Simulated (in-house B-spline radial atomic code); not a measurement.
Configurations of Tm VI (Tm5+), with energies counted from [Kr] 4d10 (4f5/2)6 (4f7/2)5 5s2 (5p1/2)2 (5p3/2)3. Method: Dirac-Hartree-Fock, average of each configuration as written, Fermi nucleus of rms radius 5.2256 fm. Calculated with an all-electron radial atomic-structure program (B-spline basis). Energies include first-order Breit, QED and recoil terms.

Occupations are held fixed; configurations that lie above the ionisation limit could autoionise.

```
                                             configuration  E - E(ref) (eV)  highest orbital  its <r> (bohr)
                                    [Xe] (4f5/2)5 (4f7/2)5          -11.074            4f7/2          0.6753
         [Kr] 4d10 (4f5/2)6 (4f7/2)5 5s2 (5p1/2)1 (5p3/2)4           7.2903            4f7/2          0.6956
         [Kr] 4d10 (4f5/2)5 (4f7/2)7 5s2 (5p1/2)2 (5p3/2)2           19.386            4f7/2          0.7136
     [Kr] 4d10 (4f5/2)6 (4f7/2)5 5s2 (5p1/2)2 (5p3/2)2 7s1           64.291            7s1/2           4.426
[Kr] 4d10 (4f5/2)6 (4f7/2)4 5s2 (5p1/2)2 (5p3/2)3 (8f5/2)1           70.826            8f5/2           11.22
         [Kr] 4d10 (4f5/2)4 (4f7/2)7 5s2 (5p3/2)4 (7p1/2)1           85.856            7p1/2            4.85
         [Kr] 4d10 (4f5/2)4 (4f7/2)7 5s2 (5p3/2)4 (8g9/2)1           102.95            8g9/2           14.17
```

**Question.** Order these further configurations by energy, lowest first.
A. [Kr] 4d10 (4f5/2)3 (4f7/2)8 5s2 (5p1/2)1 (5p3/2)3 (8f7/2)1
B. [Kr] (4d3/2)3 (4d5/2)6 (4f5/2)4 (4f7/2)7 5s2 (5p1/2)2 (5p3/2)3 (8g9/2)1
C. [Kr] (4d3/2)3 (4d5/2)6 (4f5/2)5 (4f7/2)6 5s2 (5p1/2)1 (5p3/2)4 (8p3/2)1
D. [Kr] 4d10 (4f5/2)3 (4f7/2)7 5s2 (5p1/2)1 (5p3/2)4 (5d3/2)1
E. [Kr] 4d10 (4f5/2)6 (4f7/2)5 5s2 (5p1/2)2 (5p3/2)2 (8d5/2)1

**Answer.** D (33.547 eV), E (79.164 eV), A (92.517 eV), C (264.1 eV), B (264.11 eV).

**Question.** How far above the reference does [Kr] 4d10 (4f5/2)4 (4f7/2)7 5s2 (5p1/2)2 (5p3/2)3 lie?

**Answer.** 3.233 eV; its least bound orbital is 4f7/2 with <r> = 0.6924 bohr.

**Question.** How far above the reference does [Kr] 4d10 (4f5/2)3 (4f7/2)7 5s2 (5p1/2)2 (5p3/2)3 9s1 lie?

**Answer.** 72.871 eV; its least bound orbital is 9s1/2 with <r> = 9.596 bohr.

**Question.** Is the reference the lowest configuration at this level of theory?

**Answer.** No: [Xe] (4f5/2)5 (4f7/2)5 lies 11.07 eV lower. Averages of configurations without correlation can order differently from the measured ground levels.
